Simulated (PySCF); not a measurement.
C₆H₁₁O₂ (doublet state).
Geometry (GFN2-xTB, Å), atoms numbered from 1 in this order:
```xyz
19
C6H11O2 angstrom
C      1.974    1.216    0.189
C      1.562   -0.109   -0.288
C      0.867   -0.922    0.823
O     -0.382   -0.365    1.161
C     -1.248   -0.299    0.062
C     -2.557    0.325    0.513
O     -0.715    0.486   -0.975
C      0.512   -0.010   -1.440
H      2.810    1.719   -0.256
H      1.340    1.752    0.867
H      2.418   -0.670   -0.678
H      1.457   -0.917    1.741
H      0.731   -1.962    0.483
H     -1.411   -1.332   -0.326
H     -2.356    1.325    0.883
H     -3.241    0.380   -0.327
H     -2.989   -0.275    1.308
H      0.373   -1.014   -1.875
H      0.847    0.682   -2.214
```

The hyperfine couplings belong to this conformer and change with its torsions.

Identity: `[CH2][C@H]1CO[C@@H](C)OC1` [radical].

Computed with UKS B3LYP, pcH-1 on C H O, non-relativistic, mean-field spin-orbit, GIAO (PySCF). One conformer (not necessarily the lowest) at the GFN2-xTB geometry, without solvent, vibrations or thermal averaging. A GFN2-xTB geometry isn't a minimum of the functional, and hyperfine couplings can be far from their values at a DFT geometry. Stability of the SCF solution: not tested.

Mulliken spin populations: C1 +1.078, C2 -0.085, C3 +0.012, O4 +0.004, C5 0.000, C6 0.000, O7 +0.003, C8 +0.050, H9 -0.045, H10 -0.045, H11 +0.011, H12 +0.004, H13 +0.004, H14 0.000, H15 0.000, H16 0.000, H17 0.000, H18 +0.011, H19 0.000.

Question: Give the computed dipolar 1H tensors of H11, H12, H13, H14, H15, H16, H17, H18, H19.

Answer: 
| atom | position | distance from C1 (Å) | T1 (MHz) | T2 | T3 |
| --- | --- | --- | --- | --- | --- |
| H11 | β, 2 bonds from C1 | 2.12 | -4.99 | -4.32 | 9.31 |
| H12 | γ, 3 bonds from C1 | 2.69 | -4.86 | -2.45 | 7.31 |
| H13 | γ, 3 bonds from C1 | 3.43 | -2.09 | -1.73 | 3.81 |
| H14 | 5 bonds from C1 | 4.27 | -1.11 | -0.92 | 2.03 |
| H15 | 6 bonds from C1 | 4.39 | -0.87 | -0.85 | 1.73 |
| H16 | 6 bonds from C1 | 5.31 | -0.54 | -0.52 | 1.06 |
| H17 | 6 bonds from C1 | 5.30 | -0.52 | -0.51 | 1.03 |
| H18 | γ, 3 bonds from C1 | 3.44 | -3.78 | -1.71 | 5.49 |
| H19 | γ, 3 bonds from C1 | 2.71 | -6.14 | -1.93 | 8.06 |

Question: Estimate them with point dipoles: put each population ρk at its nucleus, leave out the nucleus itself and the atom bound to it, and sum T = Σ [ρk/(2S)]·C·(3 n nᵀ − 1)/r³ with C = μ0 gₑ μB g_N μN/(4π h) = 79.06 MHz Å³.

Answer: 
| atom | T1 (MHz) | T2 | T3 | T3, computed | difference in T3 (%) |
| --- | --- | --- | --- | --- | --- |
| H11 | -8.94 | -7.90 | 16.83 | 9.31 | +81 |
| H12 | -4.04 | -3.62 | 7.66 | 7.31 | +5 |
| H13 | -1.68 | -1.31 | 3.00 | 3.81 | -21 |
| H14 | -1.20 | -0.92 | 2.12 | 2.03 | +4 |
| H15 | -0.93 | -0.90 | 1.83 | 1.73 | +6 |
| H16 | -0.57 | -0.54 | 1.10 | 1.06 | +4 |
| H17 | -0.55 | -0.53 | 1.08 | 1.03 | +5 |
| H18 | -1.53 | -1.41 | 2.94 | 5.49 | -46 |
| H19 | -3.79 | -3.61 | 7.39 | 8.06 | -8 |

Question: If all the spin sat on C1, T∥ = 2C/r³. What distance does the computed T3 of H17 then imply?

Answer: r = (2 × 79.06/1.03)^(1/3) = 5.36 Å, against 5.30 Å in the structure.

The run took 77 s wall (grids of density and orbitals included) on an Arm Neoverse V2 with one thread (shared host), and the process peaked at 0.96 GiB of memory.
